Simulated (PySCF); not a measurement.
# NaSe: a base run and its variants

Base input, run as `OMP_NUM_THREADS=1 python input.py` with PySCF 2.14:

```python
from pyscf import gto, scf, mp

mol = gto.M(
    atom='Na 0 0 0; Se 0 0 2.877',
    basis='x2c-svpall',
    charge=0,
    spin=1,
    verbose=4,
)
mf = scf.UHF(mol)
mf = mf.sfx2c1e()
mf.kernel()
mp.MP2(mf, frozen=10).kernel()
mf.dip_moment()
print('orbital energies (hartree):', [e[max(0, n-3):n+3].round(4) for e, n in zip(mf.mo_energy, mol.nelec)])
```

Base result: E(SCF) = -2589.699808 Eh, 11 cycles, E(MP2) − E(SCF) = -0.21850 Eh, ⟨S²⟩ = 0.761, μz(SCF) = -9.85 D. The bond length is a typed value, not an optimised one. No search for the lowest solution was made.

Hardware: AMD EPYC 7R43 64-Core, 1 thread, shared host. Wall time 2 s, peak memory 0.13 GiB.

Each row names what differs from the base; energies in brackets are changes from the base.

```tsv
change	result	wall time (s)
functional: none (Hartree–Fock) → mn15l; SCF type: UHF → UKS; step after the SCF: mp2 → analyze	E(SCF) = -2593.000671 Eh, 10 cycles, ⟨S²⟩ = 0.767, μz(SCF) = -8.57 D	6.1
PCM solvent, dielectric constant: none → 20.5; step after the SCF: mp2 → analyze	E(SCF) = -2589.731796 Eh (-0.8704 eV), 10 cycles, ⟨S²⟩ = 0.757, μz(SCF) = -11.70 D	4.4
step after the SCF: mp2 → frequency [not at a minimum]	E(SCF) = -2589.699808 Eh (+0.0000 eV), 11 cycles, ⟨S²⟩ = 0.761, μz(SCF) = -9.85 D, wavenumbers 178 cm⁻¹	19
Cartesian functions: off → on	E(SCF) = -2589.706116 Eh (-0.1717 eV), 11 cycles, E(MP2) − E(SCF) = -0.22605 Eh, ⟨S²⟩ = 0.761, μz(SCF) = -9.78 D	1.6
density fitting: none → weigend [this fitting set is unfit for the basis or for exact exchange; a fit set errs by some meV]	E(SCF) = -2565.693011 Eh, 11 cycles, E(MP2) − E(SCF) = -0.26841 Eh, ⟨S²⟩ = 0.760, μz(SCF) = -10.01 D	1.4
electric field along z (a.u.): none → 0.05 [may be another electronic state]	E(SCF) = -2589.750435 Eh (-1.3776 eV), 10 cycles, E(MP2) − E(SCF) = -0.19134 Eh, ⟨S²⟩ = 0.757, μz(SCF) = 29.58 D	1.9
spin (2S): 1 → 3 [a high spin state]	E(SCF) = -2589.649409 Eh (+1.3714 eV), 10 cycles, E(MP2) − E(SCF) = -0.19657 Eh, ⟨S²⟩ = 3.757, μz(SCF) = 3.78 D	1.6
frozen orbitals: 10 → 45 [unsound on purpose]	stops with ValueError (negative dimensions are not allowed) after the SCF	1.7
basis set: x2c-svpall → sto-3g; spin-free X2C: on → off	E(SCF) = -2533.387428 Eh, 8 cycles, E(MP2) − E(SCF) = -0.04187 Eh, ⟨S²⟩ = 0.752, μz(SCF) = -11.69 D	1.2
smearing width (hartree): none → 0.05; step after the SCF: mp2 → none [smearing does not keep the typed spin]	E(SCF) = -2589.510932 Eh (+5.1396 eV), 13 cycles, μz(SCF) = -7.54 D	1.7
PCM solvent, dielectric constant: none → 78.36; step after the SCF: mp2 → analyze	E(SCF) = -2589.733205 Eh (-0.9088 eV), 10 cycles, ⟨S²⟩ = 0.757, μz(SCF) = -11.77 D	4.2
convergence threshold: default → 1e-16	E(SCF) = -2589.699808 Eh (+0.0000 eV), 20 cycles, E(MP2) − E(SCF) = -0.21850 Eh, ⟨S²⟩ = 0.761, μz(SCF) = -9.85 D	1.8
step after the SCF: mp2 → stability	E(SCF) = -2589.699808 Eh (+0.0000 eV), 11 cycles, ⟨S²⟩ = 0.761, μz(SCF) = -9.85 D, internal stable; real -> complex stable; UHF/UKS -> GHF/GKS unstable	2.4
electric field along z (a.u.): none → 0.005	E(SCF) = -2589.681324 Eh (+0.5030 eV), 13 cycles, E(MP2) − E(SCF) = -0.21973 Eh, ⟨S²⟩ = 0.772, μz(SCF) = -8.87 D	1.9
SCF type: UHF → ROHF	E(SCF) = -2589.696470 Eh (+0.0908 eV), 9 cycles, E(MP2) − E(SCF) = -0.22019 Eh, μz(SCF) = -9.90 D	1.9
spin (2S): 1 → 5 [a high spin state]	E(SCF) = -2589.404330 Eh (+8.0404 eV), 11 cycles, E(MP2) − E(SCF) = -0.18172 Eh, ⟨S²⟩ = 8.751, μz(SCF) = 10.42 D	1.6
geometry: bond 2.877 → bond 3.222	E(SCF) = -2589.686434 Eh (+0.3639 eV), 12 cycles, E(MP2) − E(SCF) = -0.21844 Eh, ⟨S²⟩ = 0.774, μz(SCF) = -11.03 D	1.9
geometry: bond 2.877 → bond 2.791	E(SCF) = -2589.702078 Eh (-0.0618 eV), 11 cycles, E(MP2) − E(SCF) = -0.21850 Eh, ⟨S²⟩ = 0.759, μz(SCF) = -9.55 D	1.9
geometry: bond 2.877 → bond 8.631 [spin-contaminated]	E(SCF) = -2589.655220 Eh (+1.2133 eV), E(MP2) − E(SCF) = -0.19291 Eh, ⟨S²⟩ = 1.757, μz(SCF) = 0.04 D	1.9
basis set: x2c-svpall → 6-31g*; spin-free X2C: on → off	E(SCF) = -2561.411618 Eh, 12 cycles, E(MP2) − E(SCF) = -0.24144 Eh, ⟨S²⟩ = 0.760, μz(SCF) = -10.22 D	1.7
```

Question: Order these changes by how far they move the SCF energy from the base, largest first: (1) PCM solvent, dielectric constant: none → 20.5; step after the SCF: mp2 → analyze; (2) PCM solvent, dielectric constant: none → 78.36; step after the SCF: mp2 → analyze; (3) electric field along z (a.u.): none → 0.05; (4) geometry: bond 2.877 → bond 8.631.

Answer: (3) -1.3776 eV, (4) +1.2133 eV, (2) -0.9088 eV, (1) -0.8704 eV.
